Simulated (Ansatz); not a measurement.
`C=C[Si@@H](O)[Si@@H](O)F` + HI → `O[SiH](F)I` + `C=C[SiH2]O`  (cleavage of the Si–Si bond)

Calculated with Ansatz (gas phase, PBE0-D4/def2-TZVP geometries, no zero-point term in ΔE). CCSD(T)/CBS adds triple-zeta CCSD(T) − MP2 to the extrapolated MP2 energy (def2 sets, frozen cores). DFT in def2-TZVPP. Elements past krypton have def2 core potentials. For I outer-core shells are correlated without core-valence functions, which leaves a few kJ/mol of doubt a bond. One conformer a species, not always the lowest.

`C=C[Si@@H](O)[Si@@H](O)F`:

```xyz
14

C     2.153   -1.279   -0.722
C     1.380   -0.209   -0.887
Si   -0.460   -0.260   -0.705
O    -0.868   -1.852   -0.513
Si   -1.127    0.976    1.180
O    -0.912    2.562    0.828
F    -2.683    0.678    1.468
H     1.730   -2.251   -0.485
H     3.233   -1.231   -0.824
H     1.849    0.745   -1.125
H    -1.117    0.334   -1.907
H    -1.781   -2.053   -0.305
H    -0.440    0.636    2.458
H    -0.957    3.205    1.538
```

HI:

Z-matrix (Å, degrees):
```
I
H 1 1.610
```

`O[SiH](F)I`:

Cartesian coordinates in Å:
```
O -1.031 -0.265 -0.821
Si 0.391 -0.042 -0.077
F 0.975 1.403 -0.383
I 0.155 -0.195 2.335
H -1.820 0.146 -0.465
H 1.330 -1.047 -0.590
```

`C=C[SiH2]O`:

Z-matrix (Å, degrees):
```
Si
C 1 1.857
O 1 1.649 2 111.4
H 1 1.491 2 108.7 3 122.7
H 1 1.484 2 111.0 3 -117.5
C 2 1.330 1 122.9 3 6.6
H 2 1.090 1 118.9 3 -173.1
H 3 0.958 1 117.3 2 72.7
H 6 1.087 2 121.4 1 0.7
H 6 1.086 2 122.4 1 -179.7
```

CCSD(T)/CBS gives -107.9 kJ/mol.

(1) Another level gave -98.3 kJ/mol. Which?
A. PBE0-D4/def2-TZVPP
B. r2SCAN-D4/def2-TZVPP
C. PBE-D4/def2-TZVPP
D. HF/def2-TZVPP

Largest T1 diagnostic among the species: 0.012.

Results:

(1) A. PBE0-D4 -98.3, r2SCAN-D4 -104.7, PBE-D4 -92.0, HF/def2-TZVPP -116.9 kJ/mol.

The D4 term adds +3.2 kJ/mol with B3LYP and +2.5 kJ/mol with PBE0; it sums over pairs of atoms, weighted by their polarisabilities, and B3LYP, whose exchange is more repulsive, gets the larger term. From PBE to PBE0 (25 % exact exchange), in def2-TZVPP and without D4, ΔE moves by −6.4 kJ/mol.

B3LYP here is the variant with VWN-RPA as its local correlation; programs differ in this.
